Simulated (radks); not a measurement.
Ionisation of neutral promethium, [Xe] 4f5 6s2, to [Xe] 4f5 6s1 as the strength of local exchange is varied. Method: Dirac Kohn-Sham, Slater X-alpha exchange (alpha = 2/3 is LDA exchange), no correlation, spin-unpolarised, spherical densities, point nucleus; open shells are shared between the two j in proportion to 2j + 1; computed with a radial shooting solver on a logarithmic mesh with Libxc functionals.

alpha  E(Pm) (hartree)  exchange (hartree)  IE (eV)  -e of the level emptied (eV)  <r> of it (bohr)
0.612       -9996.3439           -198.3451    5.005                 2.686 (6s1/2)             4.508
0.621       -9999.2612           -201.3244    5.042                 2.717 (6s1/2)             4.498
0.667      -10014.1859           -216.5781    5.236                 2.887 (6s1/2)             4.445
0.704      -10026.2075           -228.8795    5.399                 3.033 (6s1/2)             4.402
0.756      -10043.1282           -246.2165    5.635                 3.247 (6s1/2)             4.340
1.013      -10127.1875           -332.7364    6.909                 4.429 (6s1/2)             4.048

NIST Atomic Spectra Database: 5.582 eV (measured). The Delta-SCF value meets it near alpha = 0.74. Spin polarisation and multiplet splitting are left out, so open shells lie too high by an amount that depends on their filling. Sharing an open shell by 2j + 1 raises it above the true ground level by a part of the spin-orbit splitting, which enters the differences from NIST.

Beside tabulated values, note that spin-unpolarised runs miss the spin-polarisation part of the exchange energy of open shells.
